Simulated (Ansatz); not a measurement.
Coupled-cluster diagnostics for BEt2(CN) (C₅H₁₀BN), Ansatz.

Geometry of the singlet (PBE-D4/def2-SVP):

```xyz
17

B    -0.0869    0.0565    0.0358
C     0.1335   -1.4156    0.5353
C    -0.5592   -1.8799    1.8213
H     1.2200   -1.6564    0.5351
H    -0.2577   -2.0007   -0.3403
H    -0.4217   -2.9654    1.9995
H    -0.1579   -1.3465    2.7073
H    -1.6491   -1.6778    1.7912
C     0.9389    0.8002   -0.8918
C     0.4407    1.9329   -1.7964
H     1.5547    0.0605   -1.4497
H     1.6555    1.2111   -0.1305
H     1.2753    2.4601   -2.3010
H    -0.2315    1.5454   -2.5891
H    -0.1376    2.6858   -1.2236
C    -1.3725    0.8105    0.4796
N    -2.3442    1.3793    0.8173
```

Correlated methods freeze 7 core orbitals.

Task: Estimate the CCSD(T) correlation energy, the shares of MP2 and (T), T1 and the reference's ⟨S²⟩ for: charge 0, singlet, own geometry in def2-SVP; charge 1, doublet, vertical in def2-SVP; and the rough time on 4 threads of Intel Xeon on a shared host.

Result: 
| state | basis | correlation (eV) | MP2 share (%) | (T) share (%) | T1 | ⟨S²⟩ (pure) | wall time | remarks |
| --- | --- | --- | --- | --- | --- | --- | --- | --- |
| charge 0, singlet, own geometry | def2-SVP | -28.299 | 90.0 | 3.4 | 0.011 | 0.00 (0.00) | 35 s | – |
| charge 1, doublet, vertical | def2-SVP | -28.084 | 87.7 | 3.8 | 0.035 | 1.01 (0.75) | 2.9 min | spin-contaminated |
Customary marks for T1 are 0.02 (closed shells), 0.045 (open shells) and about 0.05 (3d metals). T1 exceeds 0.02 in 1 of 2 rows and 0.045 in 0; the higher it lies, the less the single-reference result can be trusted.
